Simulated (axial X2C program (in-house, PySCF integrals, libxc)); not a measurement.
## Spin–orbit effects down a group: molecules with Sr (ions), HF

Computed with an in-house relativistic program for diatomic molecules, spin-free (one-electron X2C) or two-component (2c: spin–orbit coupling with atomic mean-field Coulomb and Gaunt terms, which also bring small scalar terms), in Dyall basis sets with cores contracted in-house; open shells are unrestricted.

Basis sets: Br dyall-acv3z, Cl dyall-av3z, F dyall-av3z, I dyall-acv3z, Sr dyall-acv3z.

```csv
molecule,spin-free state,Re (Å),ωe (cm⁻¹),De (eV),2c state,Re 2c (Å),ωe 2c (cm⁻¹),De 2c (eV)
SrF⁻,"M_S = 0, Λ = 0",2.153,438.2,3.19,Ω = 0,2.153,438.1,3.19
SrCl⁻,"M_S = 0, Λ = 0",2.750,231.1,1.76,Ω = 0,2.751,231.0,1.76
SrBr⁻,"M_S = 0, Λ = 0",2.944,158.0,1.46,Ω = 0,2.945,157.8,1.46
SrI⁻,"M_S = 0, Λ = 0",3.246,117.1,1.10,Ω = 0,3.249,116.6,1.10
```

**Question.** Work out the shifts from the spin-free to the two-component result.

**Answer.** 

```tsv
molecule	2c state	ΔRe (Å)	Δωe (cm⁻¹)	ΔDe (eV)
SrF⁻	Ω = 0	0.000	-0.1	0.00
SrCl⁻	Ω = 0	0.001	-0.1	0.00
SrBr⁻	Ω = 0	0.001	-0.2	0.00
SrI⁻	Ω = 0	0.003	-0.5	0.00
```

Shifts of one unit in the last digit are rounding.

Fragments in 2c: Sr + F-, Sr + Cl-, Sr + Br-, I- + Sr. Each entry is the lowest single determinant of a limited PBE0 search at one distance. De goes to single-determinant-based atoms at the same level (for ions the charge split of lowest energy) and is withheld (n/a) where an atom does not fit its ground term or J level. Main or longest-lived isotopes.
